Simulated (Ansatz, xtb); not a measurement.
**AlBClH4N: which of two conformers lies lower**

We compare a, `B[NH][AlH][Cl]`, a singlet, with b, `B[NH][AlH][Cl]`, a singlet. Both are isolated molecules in the gas phase, relaxed with PBE0-D3(BJ)/def2-SVP.

a (Å):

```yaml
atoms:
  - { symbol: Al, position_ang: [0.4491, 0.1317, 0.5143] }
  - { symbol: B, position_ang: [-1.7613, -1.5773, 0.7895] }
  - { symbol: Cl, position_ang: [1.9680, 0.6554, -0.8413] }
  - { symbol: N, position_ang: [-0.7016, -1.1437, -0.0271] }
  - { symbol: H, position_ang: [-2.5277, -2.4355, 0.4117] }
  - { symbol: H, position_ang: [-1.8936, -1.0723, 1.8857] }
  - { symbol: H, position_ang: [-0.6165, -1.5848, -0.9392] }
  - { symbol: H, position_ang: [0.3388, 0.8241, 1.9162] }
```

b (Å):

| atom | x (Å) | y (Å) | z (Å) |
| --- | --- | --- | --- |
| Al | 0.6905 | -0.3894 | -1.1441 |
| B | -1.6046 | 0.6668 | 0.2465 |
| Cl | -0.2205 | -0.5755 | -3.0210 |
| N | -0.2577 | 0.2513 | 0.2494 |
| H | -2.2378 | 0.6055 | -0.7839 |
| H | 0.2164 | 0.3287 | 1.1472 |
| H | 2.1943 | -0.8051 | -0.9451 |
| H | -2.1162 | 1.0790 | 1.2649 |

Energies in hartree; the thermal terms are from PBE0-D3(BJ)/def2-SVP harmonic frequencies (ideal gas, rigid rotor, one conformer each, 200 K, 1 atm) and include the zero-point energy:

|  | a | b |
| --- | --- | --- |
| E, CCSD(T)/def2-TZVP | −783.705367 | −783.703375 |
| zero-point energy | 0.046849 | 0.046833 |
| H(200 K) − E | 0.050821 | 0.050767 |
| G(200 K) − E | 0.028452 | 0.028441 |

Work out ΔE, ΔE₀, ΔH and ΔG for a → b in kcal/mol (1 Eh = 627.51 kcal/mol) and the equilibrium ratio [b]/[a].

1. ΔE = −783.703375 − (−783.705367) = +0.001992 Eh = +1.25 kcal/mol.
2. ΔE₀ = ΔE + ΔZPE = +0.001992 + (−0.000016) Eh = +1.24 kcal/mol.
3. ΔH = ΔE + (−0.000054) Eh = +1.22 kcal/mol.
4. ΔG = ΔE + (−0.000011) Eh = +1.24 kcal/mol, so ΔS = (ΔH − ΔG)/T = −0.6 J/(mol K).
5. kT = 0.6334 mEh, so K = [b]/[a] = exp(−ΔG/kT) = exp(−3.13) ≈ 0.044.

Structure a is favoured at this temperature. An error of 1 kcal/mol in ΔG would change K by a factor of 12. Mirror images and further conformers aren't counted.

Other levels gave ΔE = +1.6 (PBE0-D3(BJ)/def2-SVP); +1.1 (HF/def2-TZVP); +1.2 (MP2/def2-TZVP) kcal/mol. The correlated steps freeze 12 core orbitals. Programs: Ansatz 0.2.0.
